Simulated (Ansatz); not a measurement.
C2H9B2N (`CB(C)BN`), charge 0, multiplicity 1.

**Question.** Give a relaxed structure at PBE0-D4/def2-TZVP (Ansatz 0.2.0). (An estimate is asked.)

**Answer.** Ansatz gave: 
Z-matrix (Å, degrees):
```
C
B 1 1.571
H 1 1.102 2 104.7
H 1 1.094 2 114.4 3 115.6
H 1 1.092 2 115.5 3 -115.8
C 2 1.571 1 118.2 3 -92.3
B 2 1.686 1 120.7 3 90.4
H 6 1.093 2 115.4 1 151.8
H 6 1.102 2 104.9 1 -92.3
H 6 1.094 2 114.2 1 23.3
N 7 1.394 2 125.7 1 -88.0
H 7 1.209 2 118.9 1 91.7
H 11 1.006 7 123.1 2 179.7
H 11 1.006 7 123.9 2 -0.3
```
This is one stationary point; other conformers may exist.
